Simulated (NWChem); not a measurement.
Molecule: C3ClF3; SMILES FC(=C=C(Cl)F)F

B3LYP is NWChem's, with the RPA form of VWN correlation.

Task: Give the equilibrium geometry at B3LYP/6-31G* (spherical d) (NWChem) as an XYZ file, with the point group.

Result: point group Cs; any orientation.
```
7

F      0.1556     2.3890    -1.0832
C      0.0283     1.6382     0.0000
F      0.1556     2.3890     1.0832
C     -0.1905     0.3556     0.0000
C     -0.3891    -0.9278     0.0000
F     -1.5944    -1.4994     0.0000
Cl     0.8693    -2.1322     0.0000
```
